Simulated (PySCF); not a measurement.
# Circular dichroism: `CO[C@@H]1C[C@@H]1C#N`, C5H7NO

Geometry:
| atom | x (Å) | y (Å) | z (Å) |
| --- | --- | --- | --- |
| C1 | 1.807 | 0.841 | 0.611 |
| O2 | 1.084 | 0.103 | -0.352 |
| C3 | 0.180 | -0.786 | 0.191 |
| C4 | -1.028 | -1.118 | -0.612 |
| C5 | -1.195 | -0.310 | 0.657 |
| C6 | -1.529 | 1.064 | 0.560 |
| N7 | -1.796 | 2.176 | 0.497 |
| H8 | 2.352 | 0.174 | 1.290 |
| H9 | 2.514 | 1.454 | 0.057 |
| H10 | 1.143 | 1.487 | 1.195 |
| H11 | 0.634 | -1.566 | 0.805 |
| H12 | -1.144 | -0.587 | -1.544 |
| H13 | -1.394 | -2.133 | -0.620 |
| H14 | -1.627 | -0.801 | 1.523 |

The calculation used PySCF 2.14.0, TDDFT BHandHLYP/def2-SVPD circular dichroism and optical rotation, one conformer, gas phase. Geometry: GFN2-xTB.

The molecule is flexible and this is one conformer; a measurement averages over conformers.

Problem. Assign R or S to each stereocentre.

Solution. C3 R, C5 R.

Problem. List the lowest 8 singlet excitations with oscillator and rotatory strengths.

Solution. Rotatory strengths R in 10⁻⁴⁰ esu² cm², velocity form and length form (origin at the centre of mass); f in length form.
```tsv
state	E (eV)	λ (nm)	f	R (velocity)	R (length)	main
1	7.07	175	0.004	+6.2	+6.2	HOMO→LUMO 0.39, HOMO→LUMO+5 0.18
2	7.61	163	0.058	+0.1	+0.6	HOMO→LUMO+4 0.20, HOMO→LUMO+1 0.19
3	7.73	160	0.012	-4.3	-4.5	HOMO→LUMO 0.36, HOMO−1→LUMO+2 0.11
4	7.93	156	0.004	-7.9	-8.5	HOMO→LUMO 0.18, HOMO−1→LUMO+4 0.13
5	8.43	147	0.017	+3.3	+4.6	HOMO→LUMO+3 0.54, HOMO→LUMO+1 0.15
6	8.50	146	0.007	-2.2	-0.5	HOMO→LUMO+2 0.38, HOMO→LUMO+1 0.19
7	8.61	144	0.031	+5.7	+5.3	HOMO→LUMO+1 0.29, HOMO→LUMO+3 0.22
8	8.71	142	0.004	+5.7	+5.4	HOMO−1→LUMO 0.42, HOMO→LUMO+2 0.14
```

Among the states computed, the strongest CD band (largest |R|) is state 4. The largest dissymmetry factor in size, g = 4R/(D+G), with D and G the electric and magnetic dipole strengths, is -0.022 for state 4 (velocity form, f = 0.004), among bands with |R| over 0.5. The mirror image has the same energies and oscillator strengths and all R with the opposite sign.
